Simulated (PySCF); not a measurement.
CH8O2Si2, SMILES O[Si](O)([SiH3])C. Atoms are numbered in the order given.

```xyz
13

Si     1.6860     0.9321    -0.0107
Si    -0.3504    -0.2262     0.0239
C     -1.7482     0.8039    -0.6804
O     -0.2516    -1.6704    -0.8157
O     -0.5951    -0.6245     1.6195
H      2.0247     1.3179    -1.4196
H      2.7986     0.0871     0.5216
H      1.6081     2.1911     0.7957
H     -1.8832     1.7236    -0.0900
H     -2.7000     0.2477    -0.6647
H     -1.5438     1.1028    -1.7215
H     -0.5400    -1.6615    -1.7323
H     -1.2010    -1.3556     1.7787
```

Geometry: PBE0-D3(BJ)/def2-SVP. The structure was generated by enumeration, and PubChem lists no compound with its InChIKey, so it may never have been made. The values are those of a single conformer.

All values below come from TDA-PBE/def2-SVPD (PySCF 2.14.0).

Vertical excitations. Gas-phase values at a fixed geometry.

```tsv
state	energy (eV)	λ (nm)	f	main pairs
S1	5.70	218	0.042	HOMO→LUMO 97 %
S2	6.06	205	0.018	HOMO→LUMO+1 94 %
S3	6.32	196	0.069	HOMO→LUMO+2 93 %
S4	6.96	178	0.004	HOMO→LUMO+4 72 %, HOMO−1→LUMO 23 %
S5	6.99	177	0.019	HOMO−1→LUMO 66 %, HOMO→LUMO+3 14 %, HOMO→LUMO+4 14 %
S6	7.05	176	0.103	HOMO→LUMO+3 41 %, HOMO→LUMO+5 29 %, HOMO−1→LUMO+1 10 %, HOMO→LUMO+4 8 %
S7	7.17	173	0.072	HOMO→LUMO+5 62 %, HOMO→LUMO+3 23 %
S8	7.31	170	0.027	HOMO−1→LUMO+1 57 %, HOMO−2→LUMO 25 %
S9	7.36	168	0.048	HOMO−2→LUMO 63 %, HOMO−1→LUMO+1 18 %
S10	7.42	167	0.024	HOMO−1→LUMO+2 47 %, HOMO−3→LUMO 46 %
T1	5.43	228	0	HOMO→LUMO 72 %, HOMO→LUMO+1 23 %
T2	5.54	224	0	HOMO→LUMO+1 75 %, HOMO→LUMO 20 %
T3	5.81	213	0	HOMO→LUMO+2 91 %
T4	6.48	191	0	HOMO→LUMO+3 97 %
```
Triplets are in the Tamm–Dancoff approximation.
